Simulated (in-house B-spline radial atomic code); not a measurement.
Values are calculated unless marked as measured or tabulated.
**Work function and surface energy of Cd in the stabilised jellium model**

The positive ions are smeared into a uniform slab; the electrons are solved self-consistently in the LDA (PW92) on a fine grid across the film. Stabilised jellium adds, inside the slab, the constant potential −n de/dn that makes the bulk stable at the metal's density. No lattice, so no dependence on crystal face. Atomic units unless named. The numbers below are for the stabilised model.

Cd: 2 valence electrons per atom, density 8.69 g/cm³, mass 112.41 u, so r_s = 2.59 bohr. Thick-film values are averages over eight films of 5 to 5.44 Fermi wavelengths, one period of the size oscillation.

Across the edge of the background of the film of 5 Fermi wavelengths (z = 0, vacuum at z > 0):

```
z (bohr)   n/n_bulk  V − E_F (hartree)
   -8.48     0.9904            -0.2745
   -6.36      1.014             -0.275
   -4.24     0.9796            -0.2739
   -2.97      1.042             -0.276
    -1.7     0.9853            -0.2772
   -0.85     0.7461            -0.2562
     0.0     0.4208             -0.162
    0.85     0.1854           -0.05272
     1.7    0.07277            0.00401
    2.97    0.01599            0.05747
    4.24    0.00327            0.08974
    6.36  0.0002187             0.1185
```

Task: The electrons that spill out make a dipole barrier Δφ = 2.444 eV. Assemble the work function.

Result: k_F = 1.91916/2.59 = 0.7410, so k_F²/2 = 7.47 eV, and the LDA gives v_xc = -7.671 eV in the bulk; the stabilising potential is -1.211 eV. Measured from the bulk electrostatic potential the Fermi level lies at 7.47 + (-7.671) + (-1.211) = -1.412 eV, so Φ = Δφ − that = 2.444 − (-1.412) = 3.86 eV; the films' Fermi levels give 3.86 eV. Measurement gives 4.08 eV (table in Wikipedia's article on work functions); the other model gives 3.56 eV.

Task: The surface energy has the parts (J/m²): kinetic -1.216, exchange-correlation 1.148, electrostatic 0.238, stabilising term 0.393. What is the total, and what does its sign mean?

Result: The sum is 0.563 J/m². The kinetic part is negative since spilling out relaxes the electrons, while exchange-correlation and electrostatics cost energy, and the stabilising term adds 0.393. A positive total means that making surface costs energy; the other model gives 0.143 J/m².

Task: What barrier would the Schottky-Mott rule give for electrons at a contact to n-type Si, whose electron affinity is 4.05 eV (NSM archive of the Ioffe Institute)?

Result: Φ_B = Φ − χ is 3.86 − 4.05 = -0.19 eV with the model's value and 4.08 − 4.05 = +0.03 eV with the measured one (the middle, for a range); a negative value would mean an ohmic contact, so the model's error changes the verdict. Real barriers on covalent semiconductors follow the metal only weakly, since states induced in the gap pin the Fermi level.
